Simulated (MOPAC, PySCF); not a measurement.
Proton-shift isomers of CC(=O)S. All species are isolated molecules in the gas phase. One relaxed conformer stands for each flexible species; it need not be the lowest. Strings in code marks are SMILES.

Quantity: electronic energy of isomers of C2H4OS relative to `CC(=O)S` (O–C–S–H torsion 180°), in kJ/mol. Semi-empirical values (MOPAC) are differences of heats of formation.

Level 1: B3LYP/3-21G // B3LYP-D3(BJ)/def2-TZVP (PySCF)
Level 2: PBE/6-31G* // B3LYP-D3(BJ)/def2-TZVP (PySCF)
Level 3: HF/STO-3G // B3LYP-D3(BJ)/def2-TZVP (PySCF)
Level 4: AM1 // B3LYP-D3(BJ)/def2-TZVP (MOPAC)

```
species                                                  level 1  level 2  level 3  level 4
-------------------------------------------------------  -------  -------  -------  -------
`CC(O)=S` (S–C–O–H torsion 0°)                            -21.88     4.84     46.3    20.63
`C=C(O)S` (S–C–O–H torsion 180°, O–C–S–H torsion -180°)     97.4    112.4     94.7    41.02
```
